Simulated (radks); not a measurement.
The numbers below are computed, except where a source is named.
Effect of the nuclear size on the chromium ion Cr2+, [Ar] 3d4. Level of theory: Dirac Kohn-Sham, PBE, spin-unpolarised, spherical densities, finite nucleus; open shells fill j = l - 1/2 first; Fermi nuclear charge, rms radius 3.6452 fm (a radial shooting solver on a logarithmic mesh with Libxc functionals). The rms radius is varied about that value; shifts are against it.

rms radius (fm),total energy shift (eV),density at nucleus (e/bohr^3),1s1/2 shift (meV),2s1/2 shift (meV),3s1/2 shift (meV)
3.0292,-0.0229,1.151e+04,-9.69,-0.848,-0.121
3.4921,-0.00606,1.145e+04,-2.57,-0.225,-0.032
3.6452,0,1.143e+04,0.000,0.000,0.000
3.8092,0.00677,1.142e+04,2.87,0.251,0.036
4.1883,0.0235,1.138e+04,9.97,0.873,0.124

Slopes of the eigenvalues against <r^2> in GHz/fm^2, as finite differences over the two radii next to the reference (eigenvalue slopes, not the field-shift constants of lines): 1s1/2 568, 2s1/2 49.7, 3s1/2 7.08.
